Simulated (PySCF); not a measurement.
trans-(1R,2R)-1-chloro-2-ethynylcyclopropane (C5H5Cl), SMILES C1[C@@H]([C@@H]1Cl)C#C. Atoms are numbered in the order given.

```xyz
11

C      2.4801    -0.5560     0.7263
C      1.4386    -0.7688     0.1210
C      0.2251    -1.0246    -0.6058
C     -1.0974    -1.2455     0.1327
C     -0.9003     0.0072    -0.6621
Cl    -0.7273     1.5605     0.1561
H      3.3975    -0.3624     1.2634
H      0.3629    -1.5952    -1.5416
H     -1.7895    -2.0107    -0.2519
H     -1.0597    -1.1494     1.2280
H     -1.4234     0.1156    -1.6246
```

Geometry: PBE-D3(BJ)/def2-SVP.

All values below come from PBE-D3(BJ)/def2-SVP (PySCF 2.14.0).

Frequencies are harmonic and unscaled.

Computed normal modes with their intensities:
| mode | ν (cm⁻¹) | IR (km/mol) | moving atoms (share of kinetic energy) |
|---|---|---|---|
| 1 | 110 | 0.7 | C 54 %, Cl 36 %, H 10 % |
| 2 | 185 | 2.2 | C 72 %, H 26 % |
| 3 | 295 | 1.7 | C 75 %, Cl 15 %, H 10 % |
| 4 | 326 | 0.8 | C 54 %, H 26 %, Cl 20 % |
| 5 | 500 | 3.2 | C 80 %, H 19 % |
| 6 | 561 | 6.7 | C 81 %, Cl 11 % |
| 7 | 617 | 42.0 | H 81 %, C 19 % |
| 8 | 656 | 13.3 | H 61 %, C 33 % |
| 9 | 659 | 36.8 | H 46 %, C 43 %, Cl 12 % |
| 10 | 758 | 5.7 | C 62 %, H 38 % |
| 11 | 789 | 6.9 | H 73 %, C 26 % |
| 12 | 888 | 7.4 | C 80 %, H 18 % |
| 13 | 990 | 13.8 | H 59 %, C 40 % |
| 14 | 1011 | 0.6 | H 64 %, C 36 % |
| 15 | 1027 | 5.8 | C 50 %, H 49 % |
| 16 | 1057 | 0.5 | H 84 %, C 16 % |
| 17 | 1087 | 3.0 | H 61 %, C 39 % |
| 18 | 1172 | 1.6 | H 71 %, C 28 % |
| 19 | 1256 | 22.3 | H 68 %, C 32 % |
| 20 | 1329 | 4.7 | H 55 %, C 45 % |
| 21 | 1402 | 10.4 | H 58 %, C 42 % |
| 22 | 2170 | 11.3 | C 91 %, H 9 % |
| 23 | 3066 | 2.0 | H 92 % |
| 24 | 3071 | 3.2 | H 95 % |
| 25 | 3115 | 3.5 | H 92 %, C 8 % |
| 26 | 3176 | 1.2 | H 89 %, C 11 % |
| 27 | 3411 | 78.9 | H 86 %, C 14 % |
